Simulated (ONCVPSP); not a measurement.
Configuration tests for tellurium (ONCV)

- Element: tellurium
- Generator: ONCVPSP 4.0.1
- Type: optimised norm-conserving Vanderbilt (ONCV)
- Functional: PBE
- Relativity: fully relativistic
- Frozen core: [Ar] 3d10
- Valence charge: 24
- Reference configuration: 4s2 4p6 4d10 5s1.75 5p4.25
- Partial waves: 4s+5s: rc 1.82 bohr, ncon 4, nbas 7, qcut 8.1 1/bohr, 2 projectors; 4p+5p: rc 1.20 bohr, ncon 4, nbas 7, qcut 10.1 1/bohr, 2 projectors; 4d: rc 1.05 bohr, ncon 4, nbas 8, qcut 8.7 1/bohr, 2 projectors, debl 2.7 Ha; f scattering state at 0.44 Ha: rc 1.05 bohr, ncon 5, nbas 8, qcut 9.5 1/bohr, 2 projectors, debl 0.6 Ha
- Local potential: polynomial inside 1.05 bohr (lpopt 5, dvloc0 -1 Ha)
- Core correction: none

Open shells are filled in proportion to 2j + 1.

Energies are relative to the spin-unpolarised reference configuration 4s2 4p6 4d10 5s1.75 5p4.25; without spin polarisation the order of configurations can differ from experiment.

| valence configuration | charge | ΔE all-electron (eV) | error AE − PS (meV) |
| --- | --- | --- | --- |
| 4s2 4p6 4d10 5s2 5p4 | 0 | -2.286 | +0.1 |
| 4s2 4p6 4d10 5s2 5p3 | +1 | 7.463 | +1.0 |

Q: What are ΔE and the potential's error for 4s2 4p6 4d10 5s2 5p2?

A: ΔE = 25.412 eV all-electron; the error (AE − PS) is +2.7 meV.

Q: What are ΔE and the potential's error for 4s2 4p6 4d9 5s2 5p5?

A: ΔE = 35.909 eV all-electron; the error (AE − PS) is +20 meV.

Note: no bound ghost flagged; GHOST(+) flagged for f7/2 at 83.9 eV, f5/2 at 84.4 eV.
